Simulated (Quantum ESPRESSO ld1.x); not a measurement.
Results of a calculation; reference values are marked as such.
Species: Tl12+. Configuration: [Xe] 4f14 5d1.

Level of theory: scalar-relativistic Kohn-Sham, LDA (Slater exchange, Perdew-Zunger correlation), spin-polarised, spherical densities, point nucleus; open shells are filled with parallel spins first (ld1.x of Quantum ESPRESSO 7.5).

Energy parts (hartree):
total: -20192.758
kinetic: 22751.953
electron-nucleus: -49812.241
Hartree: 7226.676
exchange-correlation: -359.146

Orbitals (lengths in bohr, moments of r in powers of bohr; <r^-3> diverges for s and p1/2; r(max) is where P^2 peaks):
| orbital | occ. | eigenvalue (hartree) | r(max) | <1/r> | <r^-3> | <r^2> |
|---|---|---|---|---|---|---|
| 1s up | 1 | -3152.95 | 0.010 | 99.46 | - | 0.0003690 |
| 1s down | 1 | -3152.95 | 0.010 | 99.46 | - | 0.0003690 |
| 2s up | 1 | -568.236 | 0.058 | 23.34 | - | 0.005607 |
| 2s down | 1 | -568.231 | 0.058 | 23.34 | - | 0.005607 |
| 2p up | 3 | -490.008 | 0.049 | 20.59 | 28130 | 0.004757 |
| 2p down | 3 | -490.003 | 0.049 | 20.59 | 28130 | 0.004757 |
| 3s up | 1 | -141.811 | 0.164 | 8.650 | - | 0.03610 |
| 3s down | 1 | -141.808 | 0.164 | 8.650 | - | 0.03610 |
| 3p up | 3 | -119.301 | 0.164 | 7.848 | 6498 | 0.03729 |
| 3p down | 3 | -119.298 | 0.164 | 7.848 | 6498 | 0.03729 |
| 3d up | 5 | -95.9831 | 0.133 | 7.376 | 795.8 | 0.03086 |
| 3d down | 5 | -95.9789 | 0.133 | 7.376 | 795.8 | 0.03086 |
| 4s up | 1 | -37.8724 | 0.370 | 3.726 | - | 0.1728 |
| 4s down | 1 | -37.8668 | 0.370 | 3.726 | - | 0.1728 |
| 4p up | 3 | -30.4820 | 0.388 | 3.355 | 1595 | 0.1977 |
| 4p down | 3 | -30.4763 | 0.388 | 3.355 | 1595 | 0.1976 |
| 4d up | 5 | -21.8276 | 0.394 | 3.018 | 172.4 | 0.2217 |
| 4d down | 5 | -21.8208 | 0.394 | 3.018 | 172.4 | 0.2216 |
| 4f up | 7 | -12.2278 | 0.355 | 2.631 | 34.87 | 0.2528 |
| 4f down | 7 | -12.2192 | 0.355 | 2.633 | 34.91 | 0.2522 |
| 5s up | 1 | -12.5022 | 0.791 | 1.624 | - | 0.7891 |
| 5s down | 1 | -12.4688 | 0.791 | 1.627 | - | 0.7875 |
| 5p up | 3 | -10.2970 | 0.878 | 1.436 | 345.6 | 0.9708 |
| 5p down | 3 | -10.2584 | 0.871 | 1.438 | 347.0 | 0.9691 |
| 5d up | 1 | -7.63082 | 1.01 | 1.211 | 32.08 | 1.311 |
| 5d down | 0 | -7.58839 | 0.998 | 1.212 | 32.16 | 1.311 |
| 6s up | 0 | -6.00951 | 1.56 | 0.8528 | - | 2.769 |
| 6s down | 0 | -5.97732 | 1.56 | 0.8499 | - | 2.782 |
| 6p up | 0 | -5.18369 | 1.73 | 0.7700 | 118.7 | 3.377 |
| 6p down | 0 | -5.15705 | 1.73 | 0.7668 | 117.5 | 3.398 |

The highest occupied level is 5d up at -207.65 eV. Summed over all electrons, <r^2> = 16.64 bohr^2, which gives a Langevin (diamagnetic) susceptibility term of -13.2 x 10^-6 cm^3/mol. For comparison, the ionisation energy in NIST's Atomic Spectra Database is 218 eV (semi-empirical). In exact Kohn-Sham theory the highest level is minus the ionisation energy, but local and semilocal functionals leave it too shallow, through self-interaction and a potential that decays too fast; potentials with the right tail come closer.

Beside tabulated values, note that scalar-relativistic runs lack spin-orbit coupling.
